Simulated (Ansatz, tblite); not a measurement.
Spin states of the cluster Pb3O2 (the lowest singlet isomer of a short search), each relaxed with PBE-D4/def2-SVP in Ansatz. Electronic energies in the gas phase.

In the def2 sets Pb takes a core potential; there is no spin–orbit coupling. The xTB rows come from tblite. B3LYP takes the VWN-RPA correlation. Correlated methods freeze 14 core orbitals; core or outer-core shells of Pb are correlated, in sets that lack core-valence functions. The rows differ in basis, and correlated rows in double-zeta sets carry the largest basis error. In CCSD on the charge 0 quintet the largest single amplitude is 0.21, so its Hartree–Fock determinant may place the open shell otherwise than the density functionals do. The structure comes from a short search, and lower isomers may exist.

Singlet geometry (C2v within 0.1 Å):

Cartesian coordinates in Å:
```
Pb 1.7305 -0.6053 0.3970
Pb -0.9039 1.1601 -1.1644
Pb -1.1805 -0.7924 1.0956
O 0.0295 -0.8850 -1.0502
O 0.3243 1.1226 0.7220
```

Triplet geometry (D3h within 0.1 Å):

Cartesian coordinates in Å:
```
Pb -0.646 1.739 0.042
Pb -0.971 -1.330 -0.854
Pb 1.618 -0.408 0.812
O 0.653 0.271 -1.165
O -0.653 -0.271 1.165
```

Quintet geometry (D3h within 0.1 Å):

Cartesian coordinates in Å:
```
Pb -0.662 1.912 0.251
Pb 1.927 -0.344 -0.569
Pb -1.264 -1.567 0.318
O 0.320 -0.034 1.103
O -0.320 0.034 -1.103
```

⟨S²⟩: triplet 2.01 at PBE0-D4/def2-TZVP (pure 2.00), quintet 6.03 at PBE0-D4/def2-TZVP (pure 6.00).

Run but left out: HF/def2-SVP, HF/def2-TZVP (singlet: restricted singlet, unstable towards broken spin symmetry).

Only these spin states were relaxed. The triplet has other bonds than the singlet, so the gap mixes isomer and spin. The quintet has other bonds than the singlet, so the gap mixes isomer and spin.

```
               level  triplet − singlet (kJ/mol)  quintet − singlet (kJ/mol)  lowest of these                                                                     remarks
            GFN1-xTB                       119.8                       638.3          singlet                                                                           –
            GFN2-xTB                       148.1                       513.7          singlet                                                                           –
    PBE-D4/def2-TZVP                        44.3                       285.6          singlet                                                                           –
 r2SCAN-D4/def2-TZVP                        27.2                       275.0          singlet                                                                           –
  B3LYP-D4/def2-TZVP                        39.7                       284.9          singlet                                                                           –
   PBE0-D4/def2-TZVP                        32.7                       290.4          singlet                                                                           –
r2SCAN0-D4/def2-TZVP                        19.2                       276.0          singlet                                                                           –
        MP2/def2-SVP                        40.7                       391.7          singlet                                           restricted SCF unstable (singlet)
       MP2/def2-TZVP                        51.6                       456.0          singlet  restricted SCF unstable (singlet), spin-contaminated (⟨S²⟩ 6.13) (quintet)
       CCSD/def2-SVP                        25.3                       283.6          singlet               large T1 (0.024) (singlet), restricted SCF unstable (singlet)
    CCSD(T)/def2-SVP                        35.8                       310.0          singlet               large T1 (0.024) (singlet), restricted SCF unstable (singlet)
```

Change of the quintet − singlet gap on mixing in exact exchange, in kJ/mol: PBE to PBE0 (25 % exact exchange) 4.9; r2SCAN to r2SCAN0 (25 % exact exchange) 1.0.

The xTB methods have no term that favours high spin, so they put low spin too low.
